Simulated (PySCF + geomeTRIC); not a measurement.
Species: [W(F)6] (charge 0, multiplicity 1).

Task: Give a relaxed geometry from TPSS-D3(BJ)/def2-SVP (PySCF + geomeTRIC).

Result: the end point of this relaxation.
Cartesian coordinates (Å) in one orientation:
```xyz
7

W      0.001     0.001     0.000
F     -1.112    -1.472    -0.211
F      0.900    -0.877     1.367
F     -0.900     0.878    -1.368
F     -1.184     0.721     1.236
F      1.186    -0.719    -1.237
F      1.114     1.473     0.210
```
